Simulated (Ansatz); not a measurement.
`FBC[CH2][GaH2]` + H₂ → `BC[CH2][GaH2]` + H–F at 700 K and 1 bar (hydrogenolysis of a B–F bond).

Isolated molecules relaxed with PBE0-D4/def2-TZVP in Ansatz; ΔE leaves out vibrations. CCSD(T)/CBS is the MP2 limit (def2-TZVPP, def2-QZVPP) plus CCSD(T) − MP2 in def2-TZVPP, frozen cores. This one scheme is used for every species. For Ga outer-core shells are correlated without core-valence functions, which leaves a few kJ/mol of doubt a bond. Scalar relativity is left out up to krypton. Each species was taken in one conformer, which may not be the lowest.

```json
{"species": "`FBC[CH2][GaH2]`", "CCSD(T)/CBS energy (Eh)": "-2128.87830", "H − E (kJ/mol)": "303.9", "S (J/(mol·K))": "494.2"}
{"species": "H₂", "CCSD(T)/CBS energy (Eh)": "-1.17544", "H − E (kJ/mol)": "46.8", "S (J/(mol·K))": "155.3"}
{"species": "`BC[CH2][GaH2]`", "CCSD(T)/CBS energy (Eh)": "-2029.60996", "H − E (kJ/mol)": "311.8", "S (J/(mol·K))": "461.2"}
{"species": "H–F", "CCSD(T)/CBS energy (Eh)": "-100.39570", "H − E (kJ/mol)": "45.2", "S (J/(mol·K))": "198.5"}
```

H − E and S are ideal-gas, rigid-rotor, harmonic terms from PBE0-D4/def2-TZVP, for one conformer and one mirror image of each species. For small species the MP2-based limit differs from directly extrapolated CCSD(T) by up to some mEh (0.8 for H₂); such offsets cancel only in part. 1 Eh = 2625.50 kJ/mol, R = 8.31446 J/(mol·K).

**Question.** By hand: ΔE, ΔH, ΔS and ΔG.

**Answer.** ΔE = (-2029.60996) + (-100.39570) − (-2128.87830) − (-1.17544) = 0.04808 Eh = 126.2 kJ/mol. Δ(H − E) = 311.8 + 45.2 − 303.9 − 46.8 = 6.3, so ΔH = 132.5 kJ/mol. ΔS = 461.2 + 198.5 − 494.2 − 155.3 = 10.2 J/(mol·K). ΔG = 132.5 − 700 × (10.2)/1000 = 125.4 kJ/mol.

**Question.** By hand: the equilibrium constant, and the temperature at which ΔG would vanish if ΔH and ΔS stayed fixed.

**Answer.** log₁₀ K = −ΔG/(RT ln 10) = -9.4. ΔG = 0 at ΔH/ΔS = 12990 K, far beyond where these terms or the molecules hold.

The number of gas molecules stays the same, so ΔS is small and ΔH decides. A doubt of 5 kJ/mol in ΔE shifts log₁₀ K by 0.4 here. Other conformers and mirror images would add mixing entropy, several J/(mol·K) or more a flexible species. Modes under 60 cm⁻¹, often nearly free rotors, make the harmonic entropy too high. These are equilibria of isolated gas molecules and say nothing of rates. Largest T1 diagnostic: 0.013 (customary marks: 0.02 for closed shells, 0.045 for open ones).
